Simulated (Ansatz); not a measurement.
C$_{3}$H$_{4}$BF (`BC1(F)C=C1`). The species carries charge 0 and has multiplicity 1. Geometry: relaxed with PBE0-D4/def2-TZVP.

```xyz
9

B     0.275   -1.312    0.587
C    -0.038    0.173    0.400
F    -0.199    0.909    1.575
C    -0.804    0.722   -0.764
C     0.450    0.988   -0.758
H     0.422   -1.979   -0.393
H     0.370   -1.796    1.674
H    -1.798    0.817   -1.167
H     1.322    1.479   -1.153
```

Task: What is the dipole moment at PBE/def2-TZVPP? (An estimate is asked.)

Result: Ansatz gave: 2.36 D, with components (-0.09, 0.49, -2.31) D in this frame, pointing from negative to positive charge.

Task: And with r2SCAN, B3LYP, ωB97M-V? (Estimate.)

Result: The calculation gave: r2SCAN 2.40 D, B3LYP 2.40 D, ωB97M-V 2.40 D.

Task: Give the Mulliken charges with PBE, r2SCAN, B3LYP in def2-TZVPP. (Best estimate.)

Result: Computed: 
| atom | PBE | r2SCAN | B3LYP |
| --- | --- | --- | --- |
| B1 | -0.12 | -0.06 | -0.12 |
| C2 | 0.15 | 0.19 | 0.18 |
| F3 | -0.21 | -0.25 | -0.25 |
| C4 | -0.12 | -0.12 | -0.14 |
| C5 | -0.12 | -0.12 | -0.14 |
| H6 | 0.02 | 0.01 | 0.04 |
| H7 | 0.03 | 0.02 | 0.05 |
| H8 | 0.18 | 0.17 | 0.20 |
| H9 | 0.18 | 0.17 | 0.20 |

B3LYP here is the variant with VWN-RPA as its local correlation; programs differ in this.
